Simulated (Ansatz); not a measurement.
`CC[SiH](C)C[SiH](C)C[SiH](C)C` with charge +1, relaxed as a doublet with UKS PBE-D4/def2-SVP in Ansatz, starting from the PBE-D4/def2-SVP geometry of the neutral singlet. Force threshold 0.03 eV/Å.

Start:

```xyz
35

C    -2.122   -0.850   -2.953
C    -2.350   -1.734   -1.719
Si   -2.887   -0.788   -0.158
C    -4.574    0.030   -0.432
C    -1.592    0.517    0.316
Si    0.204   -0.084    0.396
C     0.344   -1.628    1.480
C     1.343    1.286    1.045
Si    3.178    0.846    1.234
C     4.170    2.369    1.766
C     3.867    0.155   -0.388
H    -3.036   -0.286   -3.232
H    -1.824   -1.446   -3.842
H    -1.317   -0.107   -2.777
H    -3.125   -2.505   -1.928
H    -1.424   -2.302   -1.476
H    -3.011   -1.778    0.977
H    -5.349   -0.723   -0.684
H    -4.530    0.765   -1.262
H    -4.907    0.569    0.478
H    -1.648    1.358   -0.411
H    -1.870    0.942    1.306
H     0.642   -0.438   -1.007
H    -0.296   -2.449    1.098
H     0.024   -1.408    2.520
H     1.389   -1.997    1.521
H     1.260    2.161    0.361
H     0.957    1.624    2.033
H     3.313   -0.209    2.307
H     3.788    2.783    2.722
H     5.242    2.120    1.908
H     4.105    3.170    0.999
H     3.343   -0.776   -0.687
H     3.743    0.888   -1.213
H     4.948   -0.076   -0.296
```

Estimate the energy that the relaxation releases and the steps that it takes.

43.6 kJ/mol, in 8 steps; 82 s on 4 threads of Arm Neoverse V2 on a shared host. No frequencies were taken in this run, so the end may be a saddle point.

Does the start keep its bonding?

By distances, no bond broke or formed. The bond that changes most is Si3–C5, from 1.90 to 1.97 Å (atoms count from 1).

Predict the relaxed structure.


```xyz
35

C    -2.053   -0.834   -2.952
C    -2.250   -1.717   -1.710
Si   -2.767   -0.811   -0.143
C    -4.359    0.195   -0.348
C    -1.486    0.593    0.357
Si    0.246   -0.236    0.362
C     0.376   -1.732    1.475
C     1.197    1.298    1.014
Si    3.079    0.775    1.190
C     3.892    2.403    1.712
C     3.757    0.094   -0.418
H    -2.971   -0.268   -3.209
H    -1.789   -1.445   -3.837
H    -1.236   -0.095   -2.812
H    -3.046   -2.477   -1.890
H    -1.339   -2.319   -1.496
H    -2.846   -1.743    1.032
H    -5.153   -0.551   -0.578
H    -4.286    0.914   -1.187
H    -4.633    0.732    0.580
H    -1.521    1.426   -0.374
H    -1.779    0.976    1.356
H     0.659   -0.520   -1.048
H    -0.272   -2.555    1.111
H     0.078   -1.491    2.515
H     1.416   -2.117    1.493
H     1.112    2.149    0.307
H     0.833    1.620    2.012
H     3.129   -0.243    2.292
H     3.458    2.803    2.649
H     4.963    2.157    1.892
H     3.829    3.169    0.915
H     3.316   -0.886   -0.689
H     3.594    0.797   -1.260
H     4.852   -0.059   -0.313
```
Bond lengths: 9 × C–Si 1.87 to 1.97 Å; 1 × C–C 1.54 Å; 21 × C–H 1.11 to 1.12 Å; 3 × H–Si 1.50 Å.
